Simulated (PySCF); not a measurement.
Level of theory: delta-SCF UKS SCAN, pcX-2 on the ionised atom, pcseg-1 elsewhere, spin-free X2C in PySCF. Geometries: PBE0-D3(BJ)/def2-SVP; isolated species, one conformer each. Values against the vacuum level.

(1) Order these sites by rising C 1s binding energy.
A. Carbon in `NC[SiH2]O`
B. C9 in `[F:1][CH2:2][C@H:3]1[CH2:4][CH2:5][C:6]12[CH2:7][CH2:8][CH2:9]2`
C. C2 in `[CH:1]#[C:2][GaH:3][CH3:4]`
D. C2 in `[F:1][C@@:2]12[CH2:3][CH2:4][CH2:5][C@@H:6]([CH2:7][CH2:8]1)[CH2:9]2`

## Answers

(1) C (289.92 eV), B (290.39 eV), A (291.20 eV), D (292.36 eV).

From the lowest up, the atoms are bonded to: C (triple bond) and Ga (289.92); 2 C and 2 H (290.39); N, 2 H and Si (291.20); F and 3 C (292.36).

1 of these hole states is spin-contaminated (⟨S²⟩ 0.87, against 0.75; counted from 0.85) and less certain.
